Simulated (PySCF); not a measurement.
Geometry (Å), atoms numbered from 1 in this order:
```xyz
8

F     1.797   -1.098   -0.435
Si    0.902    0.096    0.149
C    -0.896   -0.243   -0.243
Cl   -1.780    1.153    0.443
H     1.090    0.145    1.615
H     1.324    1.356   -0.501
H    -1.108   -0.283   -1.311
H    -1.279   -1.147    0.230
```

- NMR shieldings at B97-2/pcSseg-2/GIAO
- PBE0-D3(BJ)/def2-TZVP structure
- program: PySCF
- rapidly exchanging positions averaged, no solvent, non-relativistic Hamiltonian, one computed conformer

Referencing at the same level of theory: $^{13}$C (185.38 ppm) and $^{1}$H (31.64 ppm) and $^{29}$Si (348.46 ppm) against TMS; CFCl3 for $^{19}$F (175.98 ppm); HCl for $^{35}$Cl (941.52 ppm).

```tsv
atoms	nucleus	count	δ (ppm)
H5/H6	$^{1}$H	2	4.92
Cl4	$^{35}$Cl	1	?
H7/H8	$^{1}$H	2	3.10
F1	$^{19}$F	1	-195.2
C3	$^{13}$C	1	?
Si2	$^{29}$Si	1	-17.9
```

**Question.** Complete the table.

**Answer.** 
- C3: 28.5 ppm, sp3 CH2 bonded to Cl and Si; the inductive effect lowers its shielding
- Cl4: -29 ppm, chlorine bonded to C

Carbons that carry Cl, above all several Cl atoms, come out too deshielded, partly because spin–orbit coupling is missing. Shifts are as computed. Against solution values, carbons near 30 ppm lie about +3 ppm off and those near 130 ppm about +7 ppm; carbons on Cl a further +5 ppm. Of 1211 compounds with measured shifts, 218 miss one by over three times the rms of a fit or turn the order of signals round; such compounds aren't used in these exercises. Unscaled 19F shifts against computed CFCl3 carry errors that often reach 10 to 50 ppm.
